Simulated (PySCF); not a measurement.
Gas-phase reaction: 2 CuH = 2 Cu + H₂

Energies from PySCF (xtb for GFN2), thermal terms from the rigid-rotor harmonic-oscillator model, ideal gas at 1 bar. † marks an energy on the PBE0/def2-TZVP geometry and frequencies; other levels use their own. MP2 and CCSD(T) freeze the core. 6-31G* has spherical d functions here. Open shells (unrestricted): Cu (multiplicity 2); the rest are closed-shell singlets. GFN2 has no spin-polarisation term. B3LYP is the form with VWN-RPA correlation. Cu: all electrons, no relativistic terms. MP2 isn't extrapolated to the basis-set limit; its ΔH°(298 K) is 62.7 kJ in def2-SVP and 84.0 kJ in def2-TZVPP. CCSD(T) isn't extrapolated to the basis-set limit; its ΔH°(298 K) is 66.1 kJ in def2-SVP and 73.2 kJ in def2-TZVPP. The harmonic model lacks anharmonicity and excited electronic states, which grow with temperature; levels with a mode under 35 cm⁻¹ are left out. Warning, large T1 diagnostic: CuH (CCSD(T)/def2-SVP†, CCSD(T)/def2-TZVPP†).

| level | ΔE electronic, kJ | ΔH°(298 K), kJ | ΔS°(298 K), J/K | ΔG°(1600 K), kJ |
|---|---|---|---|---|
| B3LYP/6-31G* | 74 | 79 | 72 | -49 |
| B3LYP/def2-TZVP† | 55 | 63 | 70 | -62 |
| BLYP/def2-TZVP† | 82 | 89 | 70 | -35 |
| CCSD(T)/def2-SVP† | 58 | 66 | 70 | -58 |
| CCSD(T)/def2-TZVPP† | 65 | 73 | 70 | -51 |
| GFN2-xTB | 811 | 816 | 72 | 689 |
| MP2/def2-SVP† | 55 | 63 | 70 | -62 |
| MP2/def2-TZVPP† | 76 | 84 | 70 | -40 |
| PBE/def2-TZVP† | 92 | 99 | 70 | -25 |
| PBE0/def2-TZVP | 52 | 60 | 70 | -64 |
| r2SCAN/def2-TZVP† | 84 | 92 | 70 | -32 |
ΔH° is lowest at PBE0/def2-TZVP and highest at GFN2-xTB. No reference value is set beside these.
